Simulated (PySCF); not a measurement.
## Correlation energy of C²⁺ (carbon, charge +2)

[He] 2s2, closed-shell 1S. Computed with PySCF 2.14 in jorge-DZP-DKH, with scalar relativity by spin-free X2C-1e. Frozen: 1s2; 2 electrons correlated.

Total MP2 correlation energy: -40.05 mhartree.

Same-spin part 0.00 and opposite-spin part -40.05 mhartree; SCS-MP2 scales them by 1/3 and 6/5 to -48.05 mhartree.

With two correlated electrons CCSD is exact within the correlated space (frozen core and kept virtual orbitals).

| level | correlation energy (mhartree) |
| --- | --- |
| CCSD | -72.15 |

Diagnostics: T1 = 0.0081, D1 = 0.0115, largest double amplitude 0.157.

Q: Is a single reference adequate?

A: Not fully. A double-excitation amplitude exceeds 0.15, a sign of near-degeneracy.
